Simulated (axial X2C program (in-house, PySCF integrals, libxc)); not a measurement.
# Ionising SiBi

Computed with an axial X2C code built on PySCF integrals, spin-free (one-electron X2C) or two-component (2c: spin–orbit coupling with atomic mean-field Coulomb and Gaunt terms, which also bring small scalar terms), in Dyall basis sets with cores contracted in-house; open shells are unrestricted.

Basis sets: Bi dyall-cv3z, Si dyall-v3z. Frozen shells (counts by l): SiBi Bi 5s4p3d1f, Si 2s1p, 9 electrons correlated; SiBi⁺ Bi 5s4p3d1f, Si 2s1p, 8 electrons correlated. Coupled cluster in natural virtuals with an MP2 remainder. Where the outer core of a metal is frozen, bonds come out longer and ionisation energies lower.

| Hamiltonian | level | SiBi state | Re (Å) | ωe (cm⁻¹) | De (eV) |
| --- | --- | --- | --- | --- | --- |
| spin-free | BP86 | M_S = 1/2, Λ = 1 | 2.487 | 363.6 | 2.92 |
| spin-free | HF | M_S = 1/2, Λ = 1 | 2.595 | 263.3 | 0.50 |
| spin-free | CCSD | M_S = 1/2, Λ = 1 | 2.462 | 364.8 | 1.98 |
| spin-free | CCSD(T) | M_S = 1/2, Λ = 1 | 2.462 | 378.6 | 2.20 |
| 2c | BP86 | Ω = 3/2 | 2.508 | 338.7 | 2.72 |

Adiabatic ionisation energy (minimum to minimum, no zero-point term) and constants of SiBi⁺:

```
Hamiltonian    level     SiBi⁺ state  IE (eV)  Re (Å)  ωe (cm⁻¹)  De (eV)  fragments
  spin-free     BP86  M_S = 1, Λ = 0     7.80   2.643      303.7     3.36   Bi + Si+
  spin-free       HF  M_S = 1, Λ = 0     6.85   2.596      311.1     1.28   Bi + Si+
  spin-free     CCSD  M_S = 1, Λ = 0     7.55   2.610      322.6     2.49   Bi + Si+
  spin-free  CCSD(T)  M_S = 1, Λ = 0     7.65   2.619      321.3     2.65   Bi + Si+
         2c     BP86           Ω = 1     7.80   2.606      277.8     2.28   Bi+ + Si
```

Task: Add the zero-point terms to the ionisation energy at BP86, 2c, and say whether the electron removed was bonding.

Result: IE0 = IE + (ωe⁺ − ωe)/2 = 7.80 + (-0.004) = 7.80 eV. Re changes by 0.098 Å, so the bond lengthens, as on loss of a bonding electron.

Task: Close the cycle De(SiBi⁺) + IE(SiBi) = De(SiBi) + IE(Bi) to find the atomic ionisation energy at BP86, 2c.

Result: IE(Bi) = 2.28 + 7.80 − 2.72 = 7.36 eV, for the determinants used.

Each entry is the lowest single determinant of a limited PBE0 search at one distance. De goes to single-determinant-based atoms at the same level (for ions the charge split of lowest energy) and is withheld (n/a) where an atom does not fit its ground term or J level. Main or longest-lived isotopes. One determinant is a doubtful description, or other states lie close, for SiBi, SiBi⁺; these need not be ground states, and all values refer to the states named. Some open-shell Ω = 0 determinants are out of reach, so the Ω given for SiBi⁺ need not be the lowest component. With several unpaired electrons the Ω given is that of one determinant, not necessarily of the lowest component. Some light 2c atoms are not at their ground J level, so De misses part of their lowering (0.04 eV or less). The functionals have no current term, which raises determinants with orbital currents.
